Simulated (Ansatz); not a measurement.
CH4GaIN2, SMILES `N=C(I)[NH][GaH2]`. The species carries charge 0 and has multiplicity 1. I takes the def2 core potential. Geometry: relaxed with PBE0-D4/def2-TZVP. It is one conformer, not always the lowest.

```xyz
9

N    -1.565   -1.091    0.120
C    -1.192    0.067   -0.178
I    -2.722    1.438   -0.787
N     0.049    0.643   -0.188
Ga    1.666   -0.149    0.267
H    -0.788   -1.690    0.400
H     0.048    1.608   -0.479
H     2.879    0.812    0.135
H     1.624   -1.638    0.711
```

(1) What is the dipole moment at B3LYP/def2-TZVPP? (An estimate is asked.)

(2) And with PBE, r2SCAN, ωB97M-V? (Estimate.)

(3) Give the Mulliken charges with B3LYP, ωB97M-V, PBE in def2-TZVPP. (An estimate is asked.)

## Answers

(1) Ansatz gave: 3.89 D, with components (3.82, 0.66, 0.31) D in this frame, pointing from negative to positive charge.

(2) The calculation gave: PBE 3.74 D, r2SCAN 3.95 D, ωB97M-V 3.97 D.

(3) Ansatz gave: 
```csv
atom,B3LYP,ωB97M-V,PBE
N1,-0.27,-0.27,-0.24
C2,0.13,0.14,0.10
I3,-0.07,-0.05,-0.09
N4,-0.27,-0.29,-0.21
Ga5,0.24,0.21,0.18
H6,0.14,0.12,0.15
H7,0.15,0.13,0.16
H8,-0.02,0.01,-0.01
H9,-0.04,-0.01,-0.03
```

B3LYP here is the variant with VWN-RPA as its local correlation; programs differ in this.
